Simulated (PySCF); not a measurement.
## Ionisation energy of Cr⁸⁺ by level of theory

Cr⁸⁺ [Ne] 3s2 3p4 (3P) → Cr⁹⁺ [Ne] 3s2 3p3 (4S), as a difference of total energies. Computed with PySCF 2.14 in an uncontracted even-tempered set (20 s from 0.25 bohr⁻², ratio 2.5; 13 p from 0.33 bohr⁻², ratio 2.5; 5 d from 3.3 bohr⁻², ratio 2.7; 5 f from 4.9 bohr⁻², ratio 2.7), with scalar relativity by spin-free X2C-1e. Correlated levels: outer shells: 1s2 frozen; virtual orbitals above 40 to 60 times the deepest correlated orbital energy dropped. The calculations carry no spin-orbit coupling.

```
                method  ionisation energy (eV)
                   UHF                  207.66
    MP2 (outer shells)                  208.55
SCS-MP2 (outer shells)                  208.60
   CCSD (outer shells)                  208.56
CCSD(T) (outer shells)                  208.57
```

Q: How much does correlation contribute at CCSD(T) (outer shells)?

A: 208.57 − (207.66) = 0.91 eV, measured against UHF.

The reference lies between the lowest fine-structure levels, while these numbers refer to the centres of the terms.

For comparison: 209.5 ± 0.3 eV (semi-empirical (NIST evaluation); NIST Atomic Spectra Database, ionization energies).
